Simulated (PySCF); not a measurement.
Compound: [InF6]3- (charge -3).
Cartesian coordinates in Å at the PBE0-D3(BJ)/def2-SVP level; atoms count from 1:
```
atom  x, y, z in Å
In1    0.0000    0.0004    0.0000
F2    -0.0582   -0.0313    2.1322
F3     0.0581    0.0307   -2.1322
F4     2.1327    0.0172    0.0584
F5    -2.1327   -0.0174   -0.0585
F6    -0.0177    2.1330    0.0307
F7     0.0180   -2.1326   -0.0306
```

Computed with PBE0-D3(BJ)/def2-SVP geometry optimisation, gas phase, def2 core potentials past Kr in PySCF.

Question: Which atoms are bound to In1, and at what distances?

Answer: 6 atoms: F6 2.133 Å, F2 2.133 Å, F3 2.133 Å, F7 2.133 Å, F4 2.134 Å, F5 2.134 Å.

Question: List the angles at In1.

Answer: 
```json
{"angle": "F6–In1–F7", "degrees": "180.0", "distance of the outer atoms (Å)": "4.27"}
{"angle": "F4–In1–F5", "degrees": "180.0", "distance of the outer atoms (Å)": "4.27"}
{"angle": "F2–In1–F3", "degrees": "180.0", "distance of the outer atoms (Å)": "4.27"}
{"angle": "F5–In1–F6", "degrees": "90.0", "distance of the outer atoms (Å)": "3.02"}
{"angle": "F3–In1–F6", "degrees": "90.0", "distance of the outer atoms (Å)": "3.02"}
{"angle": "F2–In1–F6", "degrees": "90.0", "distance of the outer atoms (Å)": "3.02"}
{"angle": "F2–In1–F4", "degrees": "90.0", "distance of the outer atoms (Å)": "3.02"}
{"angle": "F4–In1–F6", "degrees": "90.0", "distance of the outer atoms (Å)": "3.02"}
{"angle": "F2–In1–F5", "degrees": "90.0", "distance of the outer atoms (Å)": "3.02"}
{"angle": "F3–In1–F4", "degrees": "90.0", "distance of the outer atoms (Å)": "3.02"}
{"angle": "F3–In1–F5", "degrees": "90.0", "distance of the outer atoms (Å)": "3.02"}
{"angle": "F4–In1–F7", "degrees": "90.0", "distance of the outer atoms (Å)": "3.02"}
{"angle": "F2–In1–F7", "degrees": "90.0", "distance of the outer atoms (Å)": "3.02"}
{"angle": "F5–In1–F7", "degrees": "90.0", "distance of the outer atoms (Å)": "3.02"}
{"angle": "F3–In1–F7", "degrees": "90.0", "distance of the outer atoms (Å)": "3.02"}
```

Question: What is the shape at In1?

Answer: Octahedral: the three widest angles are 180.0°, 180.0° and 180.0°, the others run from 90.0° to 90.0°.

Question: What are the rotational constants (commonest isotopes, rigid rotor)?

Answer: A = 1462, B = 1461, C = 1461 MHz: a spherical top.

Point group: Oh (tolerance 0.08 Å). Charge -3, singlet. Whether so highly charged an anion holds all its electrons in the gas phase wasn't checked; a finite basis holds them in any case. No counter-ion or solvent screens the charge of this multiply charged ion. No PBE0-D3(BJ)/def2-SVP frequencies stand behind this structure, so it isn't proved a minimum.

On one thread, Arm Neoverse V1 (shared host), this took 94 s. These figures are those of the optimisation.
